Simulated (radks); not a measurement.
Nb2+, 39 electrons, occupied as [Kr] 4d2.5 4f0.5 (fractional occupations, a model configuration). All-electron calculation, scalar-relativistic Kohn-Sham, LDA (Slater exchange, Perdew-Wang correlation), spin-polarised, spherical densities, finite nucleus; open shells are filled with parallel spins first (spin-orbit coupling, left out, can overturn this in heavy ions); Fermi nuclear charge, rms radius 4.324 fm. Program: a radial shooting solver on a logarithmic mesh with Libxc functionals.

Local quantities along the radius. ELF = 1/(1 + alpha^2) is the electron localisation function; alpha = (tau - tau_W)/tau_unif compares the Pauli kinetic energy density with that of the uniform gas (summed over spins). tau is taken from the large components.

| r (bohr) | ELF | alpha |
|---|---|---|
| 0.001937 | 1.000 | 0.02154 |
| 0.002625 | 0.999 | 0.02251 |
| 0.003586 | 0.999 | 0.02450 |
| 0.00486 | 0.999 | 0.02793 |
| 0.006587 | 0.999 | 0.03380 |
| 0.008927 | 0.998 | 0.04414 |
| 0.0121 | 0.996 | 0.06364 |
| 0.01653 | 0.989 | 0.1058 |
| 0.0224 | 0.960 | 0.2033 |
| 0.03036 | 0.828 | 0.4551 |
| 0.04114 | 0.485 | 1.030 |
| 0.05576 | 0.307 | 1.504 |
| 0.07617 | 0.499 | 1.002 |
| 0.1032 | 0.747 | 0.5821 |
| 0.1399 | 0.718 | 0.6261 |
| 0.1896 | 0.359 | 1.337 |
| 0.257 | 0.365 | 1.318 |
| 0.3511 | 0.727 | 0.6129 |
| 0.4758 | 0.744 | 0.5864 |
| 0.6449 | 0.325 | 1.442 |
| 0.874 | 0.299 | 1.530 |
| 1.184 | 0.770 | 0.5467 |
| 1.605 | 0.690 | 0.6710 |
| 2.193 | 0.291 | 1.562 |
| 2.972 | 0.048 | 4.461 |
| 4.028 | 0.006 | 12.44 |
| 5.459 | 0.008 | 11.39 |
| 7.398 | 0.006 | 12.89 |
| 10.11 | 0.001 | 29.92 |
| 13.7 | 0.000 | 170.2 |

On this mesh the ELF has minima near r = 0.056, 0.22, 0.75 bohr, which separate the shells, and maxima near 0.12 (0.77), 0.41 (0.78), 1.4 (0.78).
